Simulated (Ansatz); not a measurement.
Program: Ansatz. Geometries: PBE0-D4/def2-TZVP. ΔE: electronic, gas phase. CBS: MP2 limit from def2 TZ/QZ plus the TZ coupled-cluster correction, frozen cores. This one scheme is used for every species. DFT in def2-TZVPP. B3LYP here is the variant with VWN-RPA as its local correlation; programs differ in this. def2 core potentials past Kr. For In outer-core shells are correlated without core-valence functions, which leaves a few kJ/mol of doubt a bond. Each species was taken in one conformer, which may not be the lowest.

Reaction (ligand exchange at the In–F bond): `C[N](C)[In]([F])[SH]` + `CNC` → `C[N](C)[In]([SH])[N](C)C` + H–F

`C[N](C)[In]([F])[SH]`:

Cartesian coordinates in Å:
```
C -0.799 0.750 -1.260
N -0.002 0.392 -0.117
C 0.684 1.504 0.491
In 0.157 -1.453 0.605
F 1.325 -1.525 2.173
S -0.770 -3.512 -0.065
H -1.578 1.480 -0.996
H -1.298 -0.122 -1.688
H -0.185 1.201 -2.054
H -0.025 2.271 0.839
H 1.368 1.990 -0.220
H 1.272 1.179 1.352
H -0.149 -4.156 0.939
```

`CNC`:

Cartesian coordinates in Å:
```
C 1.068 -0.436 -0.360
N -0.273 0.011 -0.656
C -1.046 0.285 0.534
H 1.628 -0.575 -1.286
H 1.026 -1.404 0.148
H 1.637 0.251 0.290
H -0.239 0.835 -1.240
H -1.202 -0.644 1.089
H -2.029 0.673 0.258
H -0.570 1.004 1.222
```

`C[N](C)[In]([SH])[N](C)C`:

Cartesian coordinates in Å:
```
C 1.493 2.589 -0.951
N 1.032 1.229 -0.858
C 1.587 0.380 -1.876
In -0.401 0.687 0.439
S -1.473 2.452 1.634
N -0.902 -1.222 0.812
C -2.096 -1.585 1.524
C -0.160 -2.362 0.347
H 2.587 2.650 -0.846
H 1.056 3.211 -0.165
H 1.236 3.047 -1.919
H 1.190 -0.635 -1.814
H 2.684 0.313 -1.795
H 1.364 0.755 -2.888
H -2.047 1.616 2.514
H -2.785 -2.175 0.899
H -1.870 -2.192 2.415
H -2.644 -0.701 1.859
H 0.104 -3.033 1.180
H 0.775 -2.063 -0.132
H -0.730 -2.963 -0.380
```

H–F:

Z-matrix (Å, degrees):
```
F
H 1 0.920
```

| level | ΔE (kJ/mol) | difference from CCSD(T)/CBS |
| --- | --- | --- |
| r2SCAN-D4 | 76.2 | 19.5 |
| PBE0-D4 | 66.4 | 9.7 |
| B3LYP-D4 | 71.3 | 14.6 |
| ωB97X-V | 74.8 | 18.1 |
| ωB97M-V | 71.5 | 14.8 |
| B2PLYP | 76.3 | 19.6 |
| r2SCAN | 80.3 | 23.6 |
| PBE0 | 77.3 | 20.6 |
| HF/def2-TZVPP | 97.6 | 40.9 |
| SCS-MP2/def2-TZVPP | 59.7 | 3.0 |
| CCSD/def2-TZVPP | 61.7 | 5.0 |
| HF/def2-QZVPP | 98.9 | 42.2 |
| MP2/def2-QZVPP | 49.4 | -7.3 |
| SCS-MP2/def2-QZVPP | 60.5 | 3.8 |
| HF/CBS(def2) | 99.1 | 42.4 |
| CCSD/CBS(def2) | 62.2 | 5.5 |
| CCSD(T)/CBS | 56.7 | 0 |

Largest T1 diagnostic among the species: 0.015.

The D4 term adds −18.3 kJ/mol with B3LYP and −10.9 kJ/mol with PBE0; it sums over pairs of atoms, weighted by their polarisabilities, and B3LYP, whose exchange is more repulsive, gets the larger term. From PBE to PBE0 (25 % exact exchange), in def2-TZVPP and without D4, ΔE moves by −3.3 kJ/mol.
